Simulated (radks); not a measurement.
The mean radii <r> (bohr) of the occupied orbitals of an atom or ion are listed with their occupations. Method: non-relativistic Kohn-Sham, LDA (Slater exchange, Perdew-Wang correlation), spin-unpolarised, spherical densities, point nucleus; computed with a radial shooting solver on a logarithmic mesh with Libxc functionals.

| orbital | occ. | <r> |
|---|---|---|
| 1s | 2 | 0.02984 |
| 2s | 2 | 0.1288 |
| 2p | 6 | 0.1097 |
| 3s | 2 | 0.3445 |
| 3p | 6 | 0.3351 |
| 3d | 10 | 0.3057 |
| 4s | 2 | 0.8193 |
| 4p | 6 | 0.8615 |
| 4d | 10 | 0.9966 |

Name the element and its charge.

Answer. Z = 51, antimony, charge +5: Sb5+ in [Kr] 4d10. The 1s radius gives Z: for a bare nucleus <r> = 1.5/Z, 0.02941 bohr for Z = 51, and screening makes it slightly larger (0.02984 here). The occupations add up to 46, and the charge is Z minus that.
